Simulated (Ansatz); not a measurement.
Consider the isomerisation: `C[SiH]1SB1N` → `[SiH3]C1NBS1`.

Computed with Ansatz on PBE0-D4/def2-TZVP structures; ΔE is electronic, products minus reactants. CBS: MP2 limit from def2 TZ/QZ plus the TZ coupled-cluster correction, frozen cores. DFT in def2-TZVPP. B3LYP here is the variant with VWN-RPA as its local correlation; programs differ in this. Each species was taken in one conformer, which may not be the lowest.

```
             level  ΔE (kJ/mol)  difference from CCSD(T)/CBS
            PBE-D4        156.0                         10.7
         r2SCAN-D4        163.1                         17.8
           PBE0-D4        155.7                         10.4
          B3LYP-D4        146.2                          0.9
           ωB97X-V        141.1                         -4.2
           ωB97M-V        145.2                         -0.1
            B2PLYP        148.7                          3.4
               PBE        159.0                         13.7
            r2SCAN        163.7                         18.4
              PBE0        158.1                         12.8
             B3LYP        151.2                          5.9
     HF/def2-TZVPP        136.4                         -8.9
    MP2/def2-TZVPP        147.7                          2.4
SCS-MP2/def2-TZVPP        138.3                         -7.0
   CCSD/def2-TZVPP        142.2                         -3.1
CCSD(T)/def2-TZVPP        142.5                         -2.8
     HF/def2-QZVPP        135.4                         -9.9
    MP2/def2-QZVPP        148.9                          3.6
SCS-MP2/def2-QZVPP        139.9                         -5.4
      HF/CBS(def2)        135.2                        -10.1
     MP2/CBS(def2)        150.4                          5.1
    CCSD/CBS(def2)        144.9                         -0.4
       CCSD(T)/CBS        145.3                            0
```

Largest T1 diagnostic among the species: 0.014.

The D4 term adds −5.1 kJ/mol with B3LYP and −2.4 kJ/mol with PBE0; it sums over pairs of atoms, weighted by their polarisabilities, and B3LYP, whose exchange is more repulsive, gets the larger term. In def2-TZVPP, CCSD(T) changes the Hartree–Fock value by +6.1 kJ/mol (the triples alone add +0.4 kJ/mol) and MP2 by +11.2 kJ/mol.
